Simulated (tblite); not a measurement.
Compound: C₈H₁₃NSi.
Atom-mapped SMILES: `[CH:1]#[C:2][CH2:3][C@H:4]([CH2:5][C:6]#[C:7][CH3:8])[NH:9][SiH3:10]` (hydrogens: H11 on C1; H12, H13 on C3; H14 on C4; H15, H16 on C5; H17, H18, H19 on C8; H20 on N9; H21, H22, H23 on Si10)

Computed with GFN2-xTB (tblite), gas phase: L-BFGS steps from a force-field or distance-geometry start until the largest atomic force falls under 0.01 eV/Å.

The end geometry, which sets the zero of energy:
```
atom  x, y, z in Å
C1     -2.3986   -0.7456    2.6278
C2     -1.6598   -0.2650    1.8188
C3     -0.7558    0.2887    0.8348
C4     -0.3688   -0.7518   -0.2215
C5      0.7049   -0.1613   -1.1640
C6      1.9351    0.1500   -0.4651
C7      2.9434    0.3942    0.1357
C8      4.1707    0.6974    0.8408
N9     -1.5250   -1.1972   -0.9604
Si10   -2.8067   -0.2236   -1.5618
H11    -3.0508   -1.1560    3.3392
H12     0.1553    0.6342    1.3324
H13    -1.2309    1.1425    0.3450
H14     0.0653   -1.6203    0.2956
H15     0.3057    0.7441   -1.6306
H16     0.9167   -0.8858   -1.9568
H17     3.9475    1.0322    1.8537
H18     4.7149    1.4860    0.3211
H19     4.8003   -0.1906    0.8947
H20    -1.3401   -2.0595   -1.4481
H21    -3.5697   -1.1408   -2.4048
H22    -2.3589    0.9248   -2.3727
H23    -3.5993    0.2894   -0.4438
```

Question: These geometries come from the run, each turned onto the end geometry. Order them by energy, lowest first.
A.
```
atom  x, y, z in Å
C1     -2.4145   -0.8749    2.4955
C2     -1.6144   -0.3218    1.7981
C3     -0.6522    0.2708    0.8974
C4     -0.3253   -0.7120   -0.2363
C5      0.6738   -0.0647   -1.2198
C6      1.9146    0.2472   -0.5416
C7      2.8977    0.4479    0.1142
C8      4.1021    0.6946    0.8783
N9     -1.5289   -1.1658   -0.8897
Si10   -2.7793   -0.2186   -1.5823
H11    -3.1111   -1.3522    3.1164
H12     0.2580    0.5167    1.4499
H13    -1.0511    1.1950    0.4767
H14     0.1565   -1.5860    0.2167
H15     0.2258    0.8403   -1.6385
H16     0.8786   -0.7606   -2.0381
H17     3.8528    1.0132    1.8904
H18     4.6904    1.4781    0.4031
H19     4.6991   -0.2153    0.9410
H20    -1.4478   -2.1148   -1.2141
H21    -3.8634   -1.1705   -1.8091
H22    -2.4006    0.4110   -2.8584
H23    -3.1652    0.8283   -0.6399
```
B.
```
atom  x, y, z in Å
C1     -2.4159   -0.8308    2.6627
C2     -1.6623   -0.3341    1.8772
C3     -0.7519    0.2430    0.9117
C4     -0.3836   -0.7595   -0.1892
C5      0.6629   -0.1322   -1.1356
C6      1.8994    0.1901   -0.4540
C7      2.9206    0.4396    0.1225
C8      4.1681    0.7246    0.7999
N9     -1.5584   -1.1916   -0.9101
Si10   -2.7381   -0.1875   -1.6567
H11    -3.0771   -1.2499    3.3614
H12     0.1638    0.5592    1.4202
H13    -1.2186    1.1206    0.4581
H14     0.0653   -1.6409    0.2894
H15     0.2378    0.7720   -1.5793
H16     0.8715   -0.8411   -1.9424
H17     3.9751    1.0621    1.8188
H18     4.7184    1.5020    0.2686
H19     4.7815   -0.1763    0.8359
H20    -1.4197   -2.0975   -1.3294
H21    -3.6189   -1.1314   -2.3381
H22    -2.1926    0.7572   -2.6523
H23    -3.4318    0.5884   -0.6293
```
C.
```
atom  x, y, z in Å
C1     -2.3889   -0.8909    2.4578
C2     -1.6365   -0.3574    1.7560
C3     -0.6557    0.3170    0.8663
C4     -0.3487   -0.6655   -0.2697
C5      0.6359   -0.0366   -1.2563
C6      1.8638    0.2403   -0.4914
C7      2.8567    0.4448    0.1219
C8      4.0995    0.6834    0.8879
N9     -1.5336   -1.2506   -0.8600
Si10   -2.7446   -0.2432   -1.5506
H11    -3.1119   -1.3655    3.1193
H12     0.3023    0.4194    1.4058
H13    -1.0387    1.2859    0.5081
H14     0.2097   -1.4700    0.2164
H15     0.2862    0.8993   -1.7075
H16     0.8759   -0.8112   -1.9929
H17     3.8954    1.0186    1.9149
H18     4.6610    1.4869    0.3931
H19     4.7107   -0.2318    0.9638
H20    -1.4100   -2.2040   -1.1947
H21    -3.9262   -1.0834   -1.7928
H22    -2.3934    0.3719   -2.8485
H23    -3.2136    0.8287   -0.6371
```
D.
```
atom  x, y, z in Å
C1     -2.4023   -0.7973    2.6492
C2     -1.6597   -0.2985    1.8548
C3     -0.7591    0.2724    0.8781
C4     -0.3839   -0.7585   -0.1930
C5      0.6776   -0.1548   -1.1405
C6      1.9181    0.1481   -0.4550
C7      2.9359    0.3931    0.1294
C8      4.1725    0.7128    0.8104
N9     -1.5491   -1.1973   -0.9240
Si10   -2.7626   -0.1967   -1.6185
H11    -3.0586   -1.2292    3.3438
H12     0.1563    0.6093    1.3749
H13    -1.2361    1.1320    0.4001
H14     0.0579   -1.6287    0.3147
H15     0.2726    0.7621   -1.5805
H16     0.8754   -0.8625   -1.9530
H17     3.9675    1.0590    1.8225
H18     4.6994    1.4985    0.2708
H19     4.8136   -0.1659    0.8630
H20    -1.3938   -2.0916   -1.3616
H21    -3.5727   -1.1204   -2.4098
H22    -2.2360    0.8566   -2.5098
H23    -3.5376    0.4433   -0.5560
```
E.
```
atom  x, y, z in Å
C1     -2.4291   -0.8329    2.6246
C2     -1.6519   -0.3505    1.8526
C3     -0.7113    0.2230    0.9126
C4     -0.3571   -0.7506   -0.2199
C5      0.6678   -0.0861   -1.1661
C6      1.9175    0.1971   -0.4920
C7      2.9274    0.4177    0.1151
C8      4.1444    0.7133    0.8400
N9     -1.5415   -1.1857   -0.9224
Si10   -2.7582   -0.2050   -1.6400
H11    -3.1131   -1.2430    3.3077
H12     0.2102    0.4863    1.4407
H13    -1.1410    1.1329    0.4855
H14     0.1168   -1.6342    0.2288
H15     0.2378    0.8409   -1.5545
H16     0.8542   -0.7508   -2.0134
H17     3.9015    1.0484    1.8485
H18     4.7013    1.5005    0.3326
H19     4.7718   -0.1749    0.9064
H20    -1.4001   -2.0841   -1.3582
H21    -3.7882   -1.1648   -2.0324
H22    -2.3146    0.5377   -2.8376
H23    -3.2493    0.7508   -0.6485
```

Answer: D (0.004 eV), B (0.008 eV), E (0.021 eV), A (0.044 eV), C (0.445 eV).

In the order of the answer:

```
step  E above end (eV)  largest force (eV/Å)  rms force component (eV/Å)  rms distance from end (Å)  rms bond change (Å)  bond most changed (Å)
 100             0.004                  0.05                       0.016                      0.076                0.001        Si10–H22 +0.002
  70             0.008                  0.05                       0.014                      0.137                0.001           C4–N9 +0.002
  43             0.021                  0.06                       0.018                      0.222                0.001           C3–C4 +0.003
  16             0.044                  0.14                       0.034                      0.288                0.002          C4–H14 -0.004
   1             0.445                  5.96                       1.125                      0.305                0.019          C1–H11 +0.040
```

The cost below is that of the whole relaxation. Hardware: one thread, Arm Neoverse N1 (aarch64), on a shared host. Cost: 2.0 s wall.
